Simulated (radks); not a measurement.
The numbers below are computed, except where a source is named.
Question: Species: Pb77+. Configuration: [He] 2s2 2p1. Level of theory: Dirac Kohn-Sham, PBE, spin-unpolarised, spherical densities, finite nucleus; open shells fill j = l - 1/2 first; Fermi nuclear charge, rms radius 5.5012 fm (a radial shooting solver on a logarithmic mesh with Libxc functionals).

Spin-orbit splittings of the eigenvalues, e(l+1/2) - e(l-1/2), with zeta = 2 splitting/(2l+1) and mean radii in bohr:

| shell | occ. | splitting (eV) | zeta (eV) | <r> j=l-1/2 | <r> j=l+1/2 |
|---|---|---|---|---|---|
| 2p | 1 | 2409 | 1606 | 0.05255 | 0.06078 |
| 3p | 0 | 702.7 | 468.4 | 0.1411 | 0.1529 |
| 3d | 0 | ? | ? | 0.1284 | 0.1322 |

Estimate the 3d splitting.

Answer: 180.4 eV (zeta = 72.18 eV).
